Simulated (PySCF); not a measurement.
## Assigning NMR signals

Geometry (Å), atoms numbered from 1 in this order:
```xyz
23

O    -1.799    2.224    0.519
Si   -1.991    0.884   -0.380
C    -0.684   -0.432    0.016
C     0.560   -0.454   -0.462
C     1.155    0.528   -1.374
C     2.640    0.780   -1.314
C     2.062    0.051   -2.481
C    -1.088   -1.497    1.007
C    -0.863   -1.014    2.437
F    -1.657    0.077    2.720
H    -1.781    2.154    1.471
H    -3.299    0.267   -0.136
H    -1.895    1.410   -1.735
H     1.232   -1.261   -0.174
H     0.527    1.381   -1.590
H     3.221    0.216   -0.600
H     2.989    1.791   -1.456
H     2.244   -1.010   -2.560
H     2.006    0.555   -3.434
H    -0.491   -2.403    0.877
H    -2.142   -1.753    0.885
H    -1.123   -1.783    3.171
H     0.171   -0.685    2.584
```

[PySCF 2.14.0 with density-fitted response routines: GIAO PBE0/pcSseg-1 shieldings; geometry from GFN2-xTB; averaged over atoms made equivalent by symmetry, fast rotation or ring inversion; one conformer; no relativistic terms; gas phase]

Chemical shifts δ = σref − σ; $^{13}$C (σref 186.93), $^{1}$H (σref 31.72) vs TMS, all at this level.

Problem. Assign these signals to the numbered atoms. $^{13}$C{$^{1}$H} NMR (computed): δ 160.8, 142.3, 93.0, 45.2, 18.9, 10.0.

Solution. 
160.8 → C4, alkene CH: as expected for a trigonal carbon in a double bond
142.3 → C3, fully substituted alkene carbon: the olefinic region
93.0 → C9, sp3 CH2 bonded to F: pulled downfield by the heteroatom
45.2 → C8, allylic sp3 CH2: aliphatic region, no heteroatom directly attached
18.9 → C5, three-membered-ring carbon: carbons of three-membered rings are unusually shielded
10.0 → C6/C7, three-membered-ring carbon

Problem. Assign these signals to the numbered atoms. $^{1}$H NMR (400 MHz, computed): δ 5.69 (d, 1H), 5.12 (s, 2H), 4.74 (m, 2H), 2.43 (m, 2H), 2.01 (m, 1H), 1.61 (br s, 1H), 0.90 (m, 2H), 0.37 (m, 2H).

Solution. 
5.69 → H14, hydrogen on an alkene CH: olefinic region
5.12 → H12/H13, hydrogen on a silicon bonded to C, O
4.74 → H22/H23, hydrogen on an sp3 CH2 bonded to F: its carbon carries F, an electronegative neighbour
2.43 → H20/H21, hydrogen on an allylic sp3 CH2: allylic position
2.01 → H15, hydrogen on a three-membered-ring carbon
1.61 → H11, hydrogen on an oxygen bonded to Si: exchangeable; this is the value without hydrogen bonding to other molecules
0.90 → H17/H19, hydrogen on a three-membered-ring carbon: cyclopropane-type protons are shielded by the ring
0.37 → H16/H18, hydrogen on a three-membered-ring carbon

Exchangeable OH/NH protons stand at their gas-phase positions; hydrogen bonding in a real sample shifts them, mostly to higher δ. Splittings by $^{19}$F in the carbon and heteronuclear signals aren't shown, as no couplings were computed. Shifts are as computed. Against solution values, carbons near 30 ppm lie about +3 ppm off and those near 130 ppm about +5 ppm. Of 1211 compounds with measured shifts, 218 miss one by over three times the rms of a fit or turn the order of signals round; such compounds aren't used in these exercises. No couplings were computed; multiplicities are counted from neighbouring protons, with m where these are inequivalent, close in shift, in a saturated or five-membered ring or joined by F or P, and br s for small geminal =CH2 splittings.
